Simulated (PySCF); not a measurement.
Estimate the missing entries of this data sheet.

C₅H₆ClF.
Z-matrix (Å and degrees, GFN2-xTB geometry), rows numbered from 1:
```
F 
C   1  1.3613
C   2  1.5069  1  117.76
C   2  1.4766  1  119.24  3   -69.09
C   4  1.4846  2  137.25  3   130.74
C   4  1.4768  2  138.82  3  -129.99
Cl  6  1.7595  4  119.63  5   107.80
H   2  1.0842  1  110.00  3   144.61
H   3  1.0799  2  117.01  4   107.80
H   3  1.0796  2  118.33  4  -108.72
H   5  1.0799  4  118.10  6  -107.08
H   5  1.0806  4  118.90  6   107.14
H   6  1.0817  4  119.71  5  -109.17
```

| property | level | value |
| --- | --- | --- |
| point group of the GFN2-xTB geometry | GFN2-xTB | C1 |
| rotational constants A, B, C of the GFN2-xTB geometry | GFN2-xTB | 3.360, 1.704, 1.269 GHz |
| dipole moment | PBE0/def2-SVPD | 3.37 D |
| HOMO energy | PBE0/def2-SVPD | ? |
| LUMO energy | PBE0/def2-SVPD | 0.51 eV |
| lowest singlet excitation | TDDFT PBE0/def2-SVPD | 6.80 eV (182 nm, f = 0.003) |
| strongest line among the 6 lowest singlet transitions | TDDFT PBE0/def2-SVPD | S5 at 7.94 eV (156 nm, f = 0.040) |
| lowest triplet excitation (Tamm–Dancoff) | TDA PBE0/def2-SVPD | 6.15 eV |
| static isotropic polarisability | PBE0/def2-SVPD | 70.3 au |
| electronic spatial extent ⟨r²⟩ about the centre of nuclear charge | PBE0/def2-SVPD | ? |
| 13C chemical shifts (computed TMS as zero) by class | GIAO PBE0/pcSseg-1 | ? |
| 1H chemical shifts (computed TMS as zero) by class | GIAO PBE0/pcSseg-1 | 4.95 (H8), 3.58 (H13), 1.44 (H9), 1.20 (H11), 1.15 (H12), 0.89 (H10) ppm |
| isotropic shieldings of nuclei other than C and H, by class | GIAO PBE0/pcSseg-1 | 410 (F1), 823 (Cl7) ppm |

Gas-phase values; electronic properties from PySCF, density fitting. Geometry: GFN2-xTB; no solvent, vibrations or thermal averaging.

(1) The 13C chemical shifts (computed TMS as zero) by class?

(2) The HOMO energy?

(3) The electronic spatial extent ⟨r²⟩ about the centre of nuclear charge?

Results:

(1) 78.0 (C2), 42.3 (C6), 21.5 (C5), 21.4 (C4), 16.6 (C3) ppm.

(2) -7.83 eV.

(3) 915 bohr².

The polarisability is 10.41 Å³ as a volume (1 au = 0.148185 Å³), or 1.13 au for each of the 62 electrons. The 6 singlets span 6.80 to 7.96 eV, and their oscillator strengths add up to 0.11. In atomic units the dipole is 1.33 e·bohr (1 au = 2.5417 D). With B = h/(8π²I), that is 505.379 GHz u Å² over I, the principal moments of inertia are 150.4, 296.5 and 398.4 u Å² (most abundant isotopes); the inertial defect Ic − Ia − Ib is -48.5 u Å² (zero for a rigid planar frame, negative otherwise).

For the TDDFT job (PBE0/def2-SVPD), on an Arm Neoverse V1 with one thread, shared host with 32 logical CPUs at a one-minute load of 13, this took 30 s (with the writing of density and orbital grids) and 0.82 GiB of memory at its peak.
